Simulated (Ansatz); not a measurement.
Species: sum formula AlH2Cl (charge 0, singlet). 
Structure (B3LYP-D3(BJ)/def2-TZVP (Ansatz, a first-principles code) minimum search):
```
Al
H 1 1.5693
H 1 1.5693 2 124.90
Cl 1 2.1060 2 117.55 3 -180.00
```
Charge 0, spin multiplicity 1.

Basis-set convergence of Hartree-Fock and CCSD(T) correlation energies (hartree) with Ansatz. Correlated levels leave the core frozen unless marked. Spin-orbit coupling is left out. No relativistic terms.

```json
[
 {"basis": "def2-SVP", "functions": "46", "E(HF)": "-702.41921", "E(corr, CCSD(T))": "-0.23033"},
 {"basis": "def2-TZVPP", "functions": "112", "E(HF)": "-702.66264", "E(corr, CCSD(T))": "-0.31346"},
 {"basis": "def2-QZVPP", "functions": "200", "E(HF)": "-702.68273", "E(corr, CCSD(T))": "-0.33943"}
]
```

Extrapolating the two largest sets (X = 3 and 4) as X^-3: E(corr) = (64·(-0.33943) - 27·(-0.31346))/37 = -0.3584 Eh, an estimate of the basis-set limit. The largest set recovers 94.7 % of it, the smallest 64.3 %.
